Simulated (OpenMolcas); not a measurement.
## Br⁵⁺: effect of correlating more closed shells

* Program: OpenMolcas 26.06
* Basis: ANO-RCC-VTZP [6s5p3d1f]
* Scalar Hamiltonian: DKH2, point nucleus
* Active space: 2 electrons in 4 orbitals (4s 4p)
* State averaging: 2S+1 = 3 even, 3 roots; 2S+1 = 1 even, 7 roots; 2S+1 = 3 odd, 3 roots; 2S+1 = 1 odd, 3 roots
* Spin-orbit coupling: RASSI with atomic mean-field integrals over the reference wave functions, term energies averaged over their components

Methods on the same reference wave functions:
A. CASSCF
B. MS-CASPT2, IPEA 0.25 Eh, imaginary shift 0.1 Eh (closed shells correlated: none)
C. MS-CASPT2, IPEA 0.25 Eh, imaginary shift 0.1 Eh (closed shells correlated: 3d)
D. MS-CASPT2, IPEA 0.25 Eh, imaginary shift 0.1 Eh (closed shells correlated: 3s 3p 3d)

Energies in cm⁻¹ above 4s² ¹S₀, the measured ground level; measured values from Moore, Atomic Energy Levels, vol. II, NSRDS-NBS 35 (1971 reprint of NBS Circular 467, 1952).

```json
{"Level": "4s² ¹S₀", "A": "0.0", "B": "0.0", "C": "0.0", "D": "0.0", "Measured": "0.0"}
{"Level": "4s 4p ³P°₀", "A": "100727", "B": "100670", "C": "101087", "D": "101221", "Measured": "104316"}
{"Level": "4s 4p ³P°₁", "A": "102715", "B": "102637", "C": "103052", "D": "103186", "Measured": "106431"}
{"Level": "4s 4p ³P°₂", "A": "107101", "B": "107044", "C": "107461", "D": "107595", "Measured": "111336"}
{"Level": "4s 4p ¹P°₁", "A": "161958", "B": "154430", "C": "154297", "D": "154266", "Measured": "151274"}
{"Level": "4p² ³P₀", "A": "242351", "B": "241936", "C": "242367", "D": "242662", "Measured": "244136"}
{"Level": "4p² ³P₁", "A": "245059", "B": "244772", "C": "245203", "D": "245501", "Measured": "247406"}
{"Level": "4p² ³P₂ [65 %]", "A": "248606", "B": "246799", "C": "247259", "D": "247529", "Measured": "253892"}
{"Level": "4p² ¹D₂ [65 %]", "A": "263250", "B": "252929", "C": "253417", "D": "253661", "Measured": ""}
{"Level": "4p² ¹S₀", "A": "294982", "B": "286160", "C": "286604", "D": "286743", "Measured": ""}
```

Deviations, from unrounded energies. A percentage is the sum of absolute deviations over the sum of measured energies, with the sign that they share, or ± where signs differ.

| Against measurement | Levels | A | B | C | D |
| --- | --- | --- | --- | --- | --- |
| mean absolute deviation (cm-1) | 7 | 4500 | 3800 | 3400 | 3300 |
| other configurations (%) | 7 | ±2.6 | ±2.2 | ±2.0 | ±1.9 |

D lies closest to measurement on these levels and A furthest from it. The largest miss of D in the table is 4p² ³P₂ [65 %], by -6400 cm-1. The ranking rests on the paired levels alone, and a cruder setting can come out closer through cancelling errors.

Among B to D the level of the table that moves most is 4p² ¹D₂ [65 %], by 730 cm-1 (lowest in B, highest in D).

The lowest spin-free term lies below A's lowest term by 0.005 hartree in B, 0.039 hartree in C, 0.070 hartree in D.

What an inner shell adds also hangs on whether the basis holds functions to correlate it.

Over all roots computed the reference weight is 0.94 to 1.00 in B, 0.94 to 0.99 in C, 0.94 to 0.99 in D; the roots of lowest weight are the least certain, and an intruder state may touch them. The ¹D term of p² mixes with s d, which this space lacks. Computed and measured levels are paired by configuration, term and J; levels that our copy of the source lacks, or whose pairing is in doubt (as where it misses far off the trend of its configuration), stay unpaired and out of the deviations. Levels of configurations outside the active space are missing.

A share in square brackets marks a mixed level and gives the weight of the term that names it, the lowest over the columns. ° marks odd parity.
